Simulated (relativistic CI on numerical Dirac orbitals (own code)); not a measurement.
## V3+ in a cubic cluster: L2,3 absorption with charge transfer

Computed with a charge-transfer multiplet model of a cubic metal-ligand cluster with up to one ligand hole, Slater and spin-orbit integrals from Dirac-Coulomb-Breit ions, Slater integrals scaled by 0.7. The ground state mixes d2 with configurations of k ligand holes L, whose averages lie at kΔ + k(k − 1)U_dd/2; a core hole lowers each added d electron by U_cd. 300 K, Lorentzian 0.4 eV and Gaussian 0.3 eV FWHM.

Atomic integrals in eV (Slater integrals scaled, ζ unscaled), ground: F2dd 7.050, F4dd 4.418, zeta_d 0.024; with the core hole: F2dd 7.631, F4dd 4.784, zeta_d 0.036, zeta_core 4.610, F2cd 4.267, G1cd 3.142, G3cd 1.783.

Cluster parameters (eV): Δ = 4.8, U_cd = 6.8, 10Dq = 1.65, 10Dq(ligand) = 0.6, V(eg) = 2.35, V(t2g) = -1.02, final-state hopping factor = 0.8.

```tsv
Case	n_d	d2	d3L	S
U_dd = 4.6 eV	2.28	0.72	0.28	1.00
U_dd = 5.3 eV	2.28	0.72	0.28	1.00
U_dd = 7.4 eV	2.28	0.72	0.28	1.00
```

Weights, n_d and S are thermal averages at 300 K. Photon energies count from the first peak over 30 % of the highest in each spectrum, which can be another peak from case to case. The parameters are a model scan and need not match a compound or its usual spin state. Peaks in eV (height, largest 100):
- U_dd = 4.6 eV: -2.2 (9), 0.0 (37), 1.4 (100), 4.3 (25), 7.3 (57), 8.4 (59), 9.0 (51)
- U_dd = 5.3 eV: -2.2 (9), 0.0 (36), 1.4 (100), 3.6 (18), 4.4 (26), 7.4 (57), 8.4 (60)
- U_dd = 7.4 eV: -2.2 (9), 0.0 (37), 1.4 (100), 4.4 (26), 7.3 (60), 8.4 (58), 9.0 (53)

Curve for U_dd = 7.4 eV (points under 2 left out, the grid thinned):

| E (eV) | Intensity |
| --- | --- |
| -3.2 | 2.0 |
| -2.9 | 4.1 |
| -2.5 | 8.2 |
| -2.2 | 9.1 |
| -1.8 | 6.4 |
| -1.5 | 7.7 |
| -1.2 | 15.8 |
| -0.8 | 26.1 |
| -0.5 | 28.8 |
| -0.1 | 35.5 |
| 0.2 | 35.0 |
| 0.6 | 36.9 |
| 0.9 | 52.1 |
| 1.2 | 83.4 |
| 1.6 | 94.8 |
| 1.9 | 78.7 |
| 2.3 | 54.9 |
| 2.6 | 40.3 |
| 2.9 | 28.3 |
| 3.3 | 18.3 |
| 3.6 | 17.4 |
| 4.0 | 18.9 |
| 4.3 | 25.0 |
| 4.6 | 25.5 |
| 5.0 | 21.7 |
| 5.3 | 13.8 |
| 5.7 | 13.4 |
| 6.0 | 20.4 |
| 6.3 | 26.8 |
| 6.7 | 32.9 |
| 7.0 | 46.0 |
| 7.4 | 59.1 |
| 7.7 | 46.2 |
| 8.0 | 43.7 |
| 8.4 | 57.6 |
| 8.7 | 52.7 |
| 9.1 | 51.1 |
| 9.4 | 33.4 |
| 9.8 | 19.7 |
| 10.1 | 13.4 |
| 10.4 | 8.4 |
| 10.8 | 5.3 |
| 11.1 | 4.0 |
| 11.5 | 2.7 |
| 11.8 | 2.1 |

For the case U_dd = 5.3 eV, Δ = 4.8 eV is smaller than U_dd = 5.3 eV, the charge-transfer side of the Zaanen-Sawatzky-Allen scheme. With the core hole the configuration with one ligand hole lies at Δ + U_dd − U_cd = 2.6, 3.3, 5.4 eV from the one without, in the order of the table; where this is negative the screened configuration lies lower, though the effective hopping of about 4.0 eV (from the holes of the mixed ground state) mixes the two strongly wherever it is as large as the gap.

With at most 1 ligand hole the space is cut while the next configuration still counts, so covalency is underestimated, and a final configuration with one more ligand hole, which can lie low, is missing from the spectra.
